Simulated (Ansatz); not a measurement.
`FBN[CH2][SnH3]` + H₂Se → `[SeH][SnH3]` + `CNBF`  (ligand exchange at the Sn–C bond)

Computed with Ansatz on PBE0-D4/def2-TZVP structures; ΔE is electronic, products minus reactants. CBS: MP2 limit from def2 TZ/QZ plus the TZ coupled-cluster correction, frozen cores. This one scheme is used for every species. DFT in def2-TZVPP. B3LYP here is the variant with VWN-RPA as its local correlation; programs differ in this. HSE06 is defined as in plane-wave codes. Elements past krypton have def2 core potentials. For Se, Sn outer-core shells are correlated without core-valence functions, which leaves a few kJ/mol of doubt a bond. Scalar relativity is left out up to krypton. One conformer a species, not always the lowest.

```
             level  ΔE (kcal/mol)  difference from CCSD(T)/CBS
       LDA (SPW92)          -23.5                          2.0
            PBE-D4          -24.8                          0.7
         revPBE-D4          -24.1                          1.4
           BLYP-D4          -24.3                          1.2
         r2SCAN-D4          -25.9                         -0.4
            B97M-V          -25.6                         -0.1
           PBE0-D4          -26.1                         -0.6
          B3LYP-D4          -25.6                         -0.1
        r2SCANh-D4          -26.3                         -0.8
        r2SCAN0-D4          -26.9                         -1.4
          HSE06-D4          -26.2                         -0.7
          BHLYP-D4          -27.4                         -1.9
      CAM-B3LYP-D4          -25.3                          0.2
           ωB97X-V          -25.5                          0.0
           ωB97M-V          -25.4                          0.1
            B2PLYP          -26.1                         -0.6
          PBE-QIDH          -26.5                         -1.0
            revPBE          -26.0                         -0.5
              BLYP          -25.8                         -0.3
              PBE0          -26.8                         -1.3
             B3LYP          -26.7                         -1.2
           r2SCANh          -26.6                         -1.1
           r2SCAN0          -27.2                         -1.7
             HSE06          -26.8                         -1.3
             BHLYP          -28.0                         -2.5
         CAM-B3LYP          -26.0                         -0.5
RPA@PBE/def2-TZVPP          -22.6                          2.9
       HF/def2-SVP          -30.0                         -4.5
      MP2/def2-SVP          -26.2                         -0.7
     CCSD/def2-SVP          -25.8                         -0.3
  CCSD(T)/def2-SVP          -25.2                          0.3
     HF/def2-TZVPP          -30.3                         -4.8
    MP2/def2-TZVPP          -24.5                          1.0
   CCSD/def2-TZVPP          -24.5                          1.0
CCSD(T)/def2-TZVPP          -23.9                          1.6
     HF/def2-QZVPP          -30.3                         -4.8
SCS-MP2/def2-QZVPP          -25.8                         -0.3
      HF/CBS(def2)          -30.3                         -4.8
     MP2/CBS(def2)          -26.2                         -0.7
    CCSD/CBS(def2)          -26.2                         -0.7
       CCSD(T)/CBS          -25.5                            0
```

Largest T1 diagnostic among the species: 0.013.

From r2SCAN to r2SCAN0 (25 % exact exchange), in def2-TZVPP and without D4, ΔE moves by −1.0 kcal/mol. In def2-TZVPP, CCSD(T) changes the Hartree–Fock value by +6.4 kcal/mol (the triples alone add +0.6 kcal/mol) and MP2 by +5.7 kcal/mol. The D4 term adds +1.1 kcal/mol with B3LYP and +0.7 kcal/mol with PBE0; it sums over pairs of atoms, weighted by their polarisabilities, and B3LYP, whose exchange is more repulsive, gets the larger term.
